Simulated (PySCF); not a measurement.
Ge(F)(NH2) (FGeH₂N), SMILES [Ge]([F])[NH2] (connectivity only; charge and spin as stated), neutral, multiplicity 1.

The structure is a stationary point at PBE0-D3(BJ)/def2-TZVP. The values are those of a single conformer.

Level of theory: PBE0-D3(BJ)/def2-TZVP (PySCF).

Frequencies are harmonic and unscaled.

```json
[
 {"mode": "1", "ν (cm⁻¹)": "248", "IR (km/mol)": "6.5", "Raman (Å⁴/amu)": "1.6", "depolarisation": "0.69", "moving atoms (share of kinetic energy)": "F 40 %, N 25 %, H 21 %, Ge 13 %"},
 {"mode": "2", "ν (cm⁻¹)": "424", "IR (km/mol)": "201.6", "Raman (Å⁴/amu)": "0.4", "depolarisation": "0.75", "moving atoms (share of kinetic energy)": "H 81 %, N 19 %"},
 {"mode": "3", "ν (cm⁻¹)": "503", "IR (km/mol)": "17.9", "Raman (Å⁴/amu)": "1.2", "depolarisation": "0.75", "moving atoms (share of kinetic energy)": "H 96 %"},
 {"mode": "4", "ν (cm⁻¹)": "639", "IR (km/mol)": "97.5", "Raman (Å⁴/amu)": "4.8", "depolarisation": "0.67", "moving atoms (share of kinetic energy)": "F 75 %, Ge 17 %"},
 {"mode": "5", "ν (cm⁻¹)": "695", "IR (km/mol)": "30.3", "Raman (Å⁴/amu)": "7.4", "depolarisation": "0.30", "moving atoms (share of kinetic energy)": "H 50 %, N 42 %"},
 {"mode": "6", "ν (cm⁻¹)": "725", "IR (km/mol)": "88.1", "Raman (Å⁴/amu)": "11.7", "depolarisation": "0.31", "moving atoms (share of kinetic energy)": "N 44 %, H 35 %, Ge 16 %"},
 {"mode": "7", "ν (cm⁻¹)": "1543", "IR (km/mol)": "44.9", "Raman (Å⁴/amu)": "1.7", "depolarisation": "0.64", "moving atoms (share of kinetic energy)": "H 89 %, N 11 %"},
 {"mode": "8", "ν (cm⁻¹)": "3575", "IR (km/mol)": "22.8", "Raman (Å⁴/amu)": "164.2", "depolarisation": "0.14", "moving atoms (share of kinetic energy)": "H 96 %"},
 {"mode": "9", "ν (cm⁻¹)": "3699", "IR (km/mol)": "34.6", "Raman (Å⁴/amu)": "62.2", "depolarisation": "0.74", "moving atoms (share of kinetic energy)": "H 91 %, N 9 %"}
]
```
